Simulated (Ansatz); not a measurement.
Consider the ligand exchange at a Ge–C bond: `C[CH2][GeH]` + H₂S → `[SH][GeH]` + `CC`.

Gas-phase electronic energies from Ansatz, PBE0-D4/def2-TZVP geometries. CBS: MP2 limit from def2 TZ/QZ plus the TZ coupled-cluster correction, frozen cores. This one scheme is used for every species. DFT in def2-TZVPP. For Ge outer-core shells are correlated without core-valence functions, which leaves a few kJ/mol of doubt a bond. Scalar relativity is left out up to krypton.

Problem. Is it downhill or uphill in electronic energy at CCSD(T)/CBS, and by how much? (Estimate.)

Solution. Computed: Downhill: ΔE = -129.2 kJ/mol.

Problem. What do these levels give: B97M-V, PBE0, r2SCAN0, MP2/def2-SVP, MP2/def2-TZVPP, HF/def2-QZVPP? (Estimate.)

Solution. The calculation gave: B97M-V -142.2, PBE0 -140.3, r2SCAN0 -140.9, MP2/def2-SVP -131.5, MP2/def2-TZVPP -130.0, HF/def2-QZVPP -135.3 kJ/mol.

Largest T1 diagnostic among the species: 0.015.

In def2-TZVPP, CCSD(T) changes the Hartree–Fock value by +8.0 kJ/mol (the triples alone add −1.8 kJ/mol) and MP2 by +5.8 kJ/mol. From BLYP to BHLYP (50 % exact exchange), in def2-TZVPP and without D4, ΔE moves by +7.1 kJ/mol.
